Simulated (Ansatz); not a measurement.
Basis-set series for CH$_{9}$AlSSi$_{2}$ (`C[SiH](S)[SiH2][AlH2]`). Charge 0, multiplicity 1. Geometry: relaxed with PBE0-D4/def2-TZVP. It is one conformer, not always the lowest.

```
functional       basis  functions  energy (Eh)  HOMO (eV)  LUMO (eV)
   PBE0-D4    def2-SVP        131  -1262.21237      -6.85      -0.58
   PBE0-D4  def2-TZVPP        325  -1262.68379      -6.80      -0.69
   ωB97M-V    def2-SVP        131  -1262.61940      -8.76       1.17
   ωB97M-V  def2-TZVPP        325  -1263.09425      -8.74       0.93
```

Task: Give the rows for def2-QZVPP. (An estimate is asked.)

Result: Ansatz gave: 
| functional | basis | functions | energy (Eh) | HOMO (eV) | LUMO (eV) |
| --- | --- | --- | --- | --- | --- |
| PBE0-D4 | def2-QZVPP | 607 | -1262.72461 | -6.80 | -0.78 |
| ωB97M-V | def2-QZVPP | 607 | -1263.13338 | -8.75 | 0.64 |

Positive LUMOs are unbound and depend on the basis.
